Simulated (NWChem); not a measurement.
System: CaO; SMILES [Ca]=[O]

The following NWChem deck was run.

```
start job
memory heap 200 mb stack 900 mb global 1100 mb
geometry units angstroms noautosym nocenter noautoz
  Ca     0.000000     0.000000    -0.622636
  O      0.000000     0.000000     1.413507
end
basis spherical
  * library def2-svpd
end
dft
  xc bhlyp
  iterations 150
end
tddft
  cis
  nroots 8
  notriplet
end
task tddft energy
```

Output (shortened):

```
             Northwest Computational Chemistry Package (NWChem) 7.3.0
             --------------------------------------------------------

                             Geometry "geometry" -> ""
                             -------------------------

 Output coordinates in angstroms (scale by  1.889725989 to convert to a.u.)

  No.       Tag          Charge          X              Y              Z
 ---- ---------------- ---------- -------------- -------------- --------------
    1 Ca                  20.0000     0.00000000     0.00000000    -0.62263600
    2 O                    8.0000     0.00000000     0.00000000     1.41350700

 Effective nuclear repulsion energy (a.u.)      41.5827178346

                                 NWChem DFT Module
                                 -----------------

 Summary of "ao basis" -> "ao basis" (spherical)
 ------------------------------------------------------------------------------
       Tag                 Description            Shells   Functions and Types
 ---------------- ------------------------------  ------  ---------------------
 Ca                        def2-svpd                11       27   5s4p2d
 O                         def2-svpd                 9       23   4s3p2d

            General Information
            -------------------
          SCF calculation type: DFT
          Wavefunction type:  closed shell.
          No. of atoms     :     2
          No. of electrons :    28
           Alpha electrons :    14
            Beta electrons :    14
          Charge           :     0
          Spin multiplicity:     1
          Use of symmetry is: off; symmetry adaption is: off
          Maximum number of iterations: 150
          AO basis - number of functions:    50
                     number of shells:    20
          Convergence on energy requested:  1.00D-06
          Convergence on density requested:  1.00D-05
          Convergence on gradient requested:  5.00D-04

              XC Information
              --------------
                        BHLYP Method XC Functional
                     Hartree-Fock (Exact) Exchange  0.500
                        Slater Exchange Functional  0.500 local
                    Becke 1988 Exchange Functional  0.500 non-local
              Lee-Yang-Parr Correlation Functional  1.000

             Grid Information
             ----------------
          Grid used for XC integration:  medium
          Radial quadrature: Mura-Knowles
          Angular quadrature: Lebedev.
          Tag              B.-S. Rad. Rad. Pts. Rad. Cut. Ang. Pts.
          ---              ---------- --------- --------- ---------
          Ca                  1.80      112          11.0       590
          O                   0.60       49          12.0       434
          Grid pruning is: on
          Number of quadrature shells:   161
          Spatial weights used:  Erf1

      Superposition of Atomic Density Guess
      -------------------------------------

 Sum of atomic energies:        -751.35512214

      Non-variational initial energy
      ------------------------------

 Total energy =    -751.091869
 1-e energy   =   -1111.891426
 2-e energy   =     319.216840
 HOMO         =      -0.462019
 LUMO         =      -0.159620

   convergence    iter        energy       DeltaE   RMS-Dens  Diis-err
 ---------------- ----- ----------------- --------- --------- ---------
 d= 0,ls=0.0,diis     1   -752.2316022457 -7.94D+02  7.83D-02  2.21D+00
 d= 0,ls=0.0,diis     2   -744.4639068385  7.77D+00  7.71D-02  1.43D+01
 d= 0,ls=0.0,diis     3   -752.3365192109 -7.87D+00  9.46D-03  1.59D+00
 d= 0,ls=0.0,diis     4   -752.4984852669 -1.62D-01  1.73D-02  5.15D-01
 d= 0,ls=0.0,diis     5   -752.5376123279 -3.91D-02  4.29D-03  3.00D-01
  Resetting Diis
 d= 0,ls=0.0,diis     6   -752.5700687223 -3.25D-02  2.32D-03  2.67D-02
 d= 0,ls=0.0,diis     7   -752.5734805642 -3.41D-03  1.96D-03  2.36D-03
 d= 0,ls=0.0,diis     8   -752.5719639573  1.52D-03  1.80D-03  1.66D-02
 d= 0,ls=0.0,diis     9   -752.5738871140 -1.92D-03  6.64D-04  4.95D-05
 d= 0,ls=0.0,diis    10   -752.5739381809 -5.11D-05  4.37D-04  2.67D-05
 d= 0,ls=0.0,diis    11   -752.5739531261 -1.49D-05  3.84D-05  3.09D-07
 d= 0,ls=0.0,diis    12   -752.5739532757 -1.50D-07  9.85D-06  1.04D-07

         Total DFT energy =     -752.573953275742
      One electron energy =    -1116.231050011827
           Coulomb energy =      366.755986027786
    Exchange-Corr. energy =      -44.681607126329
 Nuclear repulsion energy =       41.582717834627

 Numeric. integr. density =       28.000000112318

                       DFT Final Molecular Orbital Analysis
                       ------------------------------------

[...]

                                NWChem TDDFT Module
                                -------------------

            General Information
            -------------------
           No. of orbitals :     100
            Alpha orbitals :      50
             Beta orbitals :      50
        Alpha frozen cores :       0
         Beta frozen cores :       0
     Alpha frozen virtuals :       0
      Beta frozen virtuals :       0
         Spin multiplicity :       1
    Number of AO functions :      50
        Use of symmetry is : off
      Symmetry adaption is : off
         Schwarz screening :  0.10D-07

              XC Information
              --------------
                 BHLYP Method XC Functional
              Hartree-Fock (Exact) Exchange   0.50
                 Slater Exchange Functional   0.50 local
             Becke 1988 Exchange Functional   0.50 non-local
       Lee-Yang-Parr Correlation Functional   1.00

             TDDFT Information
             -----------------
          Calculation type : Tamm-Dancoff TDDFT
         Wavefunction type : Restricted singlets
          No. of electrons :      28
           Alpha electrons :      14
            Beta electrons :      14
              No. of roots :       8
          Max subspacesize :    5600
            Max iterations :     100
               Target root :       1
           Target symmetry : none
      Symmetry restriction : off
                 Algorithm : Optimal
        Davidson threshold :  0.10D-03

    8 smallest eigenvalue differences (eV)
--------------------------------------------------------
  No. Spin  Occ  Vir  Irrep   E(Occ)    E(Vir)   E(Diff)
--------------------------------------------------------
    1    1   14   15 a        -0.210    -0.076     3.626
    2    1   13   15 a        -0.210    -0.076     3.626
    3    1   12   15 a        -0.215    -0.076     3.767
    4    1   14   16 a        -0.210    -0.011     5.419
    5    1   14   17 a        -0.210    -0.011     5.419
    6    1   13   16 a        -0.210    -0.011     5.419
    7    1   13   17 a        -0.210    -0.011     5.419
    8    1   12   16 a        -0.215    -0.011     5.560
--------------------------------------------------------

  Entering Davidson iterations
  Restricted singlet excited states

  Iter   NTrls   NConv    DeltaV     DeltaE      Time
  ----  ------  ------  ---------  ---------  ---------
    1      8       0     0.16E+00   0.10+100        2.7
    2     16       0     0.41E-01   0.38E-01        2.2
    3     24       0     0.16E-01   0.42E-02        2.1
    4     32       0     0.44E-02   0.29E-03        2.2
    5     40       5     0.15E-02   0.37E-04        2.2
    6     43       7     0.32E-03   0.20E-05        1.7
    7     44       7     0.15E-03   0.12E-06        1.6
    8     45       8     0.79E-04   0.33E-07        1.6
  ----  ------  ------  ---------  ---------  ---------
  Convergence criterion met

  Ground state a        -752.573953275742 a.u.

  ----------------------------------------------------------------------------
  Root   1 singlet a              0.039447370 a.u.                1.0734 eV
  ----------------------------------------------------------------------------
     Transition Moments    X  0.18541   Y  0.24532   Z -0.00000
     Dipole Oscillator Strength                    0.0024867427
     Electric Quadrupole                           0.0000000002
     Magnetic Dipole                               0.0000000002
     Total Oscillator Strength                     0.0024867431

     Occ.   13  a   ---  Virt.   15  a       -0.98176
     Occ.   13  a   ---  Virt.   18  a       -0.11665
     Occ.   13  a   ---  Virt.   19  a       -0.11690
     Occ.   13  a   ---  Virt.   35  a       -0.05323
     Occ.   14  a   ---  Virt.   15  a        0.06455
  ----------------------------------------------------------------------------
  Root   2 singlet a              0.039447372 a.u.                1.0734 eV
  ----------------------------------------------------------------------------
     Transition Moments    X  0.24531   Y -0.18539   Z  0.00000
     Dipole Oscillator Strength                    0.0024863991
     Electric Quadrupole                           0.0000000002
     Magnetic Dipole                               0.0000000002
     Total Oscillator Strength                     0.0024863995

     Occ.   13  a   ---  Virt.   15  a       -0.06455
     Occ.   14  a   ---  Virt.   15  a       -0.98177
     Occ.   14  a   ---  Virt.   18  a       -0.11661
     Occ.   14  a   ---  Virt.   19  a       -0.11687
     Occ.   14  a   ---  Virt.   35  a       -0.05326
  ----------------------------------------------------------------------------
  Root   3 singlet a              0.070952485 a.u.                1.9307 eV
  ----------------------------------------------------------------------------
     Transition Moments    X  0.00000   Y -0.00000   Z -1.39983
     Dipole Oscillator Strength                    0.0926882118
     Electric Quadrupole                           0.0000000003
     Magnetic Dipole                               0.0000000000
     Total Oscillator Strength                     0.0926882120

[...]
```

Level: BHandHLYP/def2-SVPD, TDA. Structure relaxed at the B3LYP/6-31G* (spherical d) level.
